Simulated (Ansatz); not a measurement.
TaSi₇. The state is a quartet with charge 0. Geometry PBE-D4/def2-SVP; atoms count from 1.

Cartesian coordinates in Å:
```
Ta 1.743 -1.225 1.510
Si -0.277 -0.661 2.801
Si -0.355 1.410 -0.764
Si -1.636 1.320 -2.692
Si 0.897 1.196 1.265
Si -0.692 -0.779 0.505
Si -1.049 -0.881 -1.809
Si 1.369 -0.379 -0.815
```

In the def2 sets Ta takes a core potential; there is no spin–orbit coupling. At PBE0-D4/def2-TZVP a doublet of charge 0 lies 0.40 eV below the quartet, each at its own geometry. The structure comes from a short search, and lower isomers may exist.

Problem. Estimate the Mulliken populations from the PBE0/def2-TZVP orbitals of Ansatz.

Solution. 
```
atom  charge (e)  spin (α − β)  d electrons
 Ta1        0.29          1.86         3.54
 Si2       -0.12         -0.02            –
 Si3        0.02          0.21            –
 Si4       -0.09          0.72            –
 Si5       -0.04         -0.04            –
 Si6        0.06          0.04            –
 Si7       -0.03          0.23            –
 Si8       -0.08          0.00            –
```
Mulliken values depend strongly on the basis.

Problem. Where does the spin sit?

Solution. Summed by element: Ta 1.86, Si 1.14, of 3 unpaired in all. Largest on single atoms: Ta1 1.86, Si4 0.72, Si7 0.23.

Problem. And the Mayer bond orders between heavy atoms (over 0.3)?

Solution. Ta1–Si2 1.47 (2.46 Å); Ta1–Si5 0.93 (2.58 Å); Ta1–Si6 0.69 (2.67 Å); Ta1–Si8 1.09 (2.50 Å); Si2–Si5 0.43 (2.68 Å); Si2–Si6 0.87 (2.34 Å); Si3–Si4 1.11 (2.32 Å); Si3–Si5 0.80 (2.39 Å); Si3–Si6 0.49 (2.55 Å); Si3–Si7 0.56 (2.61 Å); Si3–Si8 0.61 (2.49 Å); Si4–Si7 0.89 (2.44 Å); Si5–Si6 0.39 (2.65 Å); Si5–Si8 0.44 (2.65 Å); Si6–Si7 0.86 (2.34 Å); Si6–Si8 0.54 (2.48 Å); Si7–Si8 0.51 (2.66 Å).
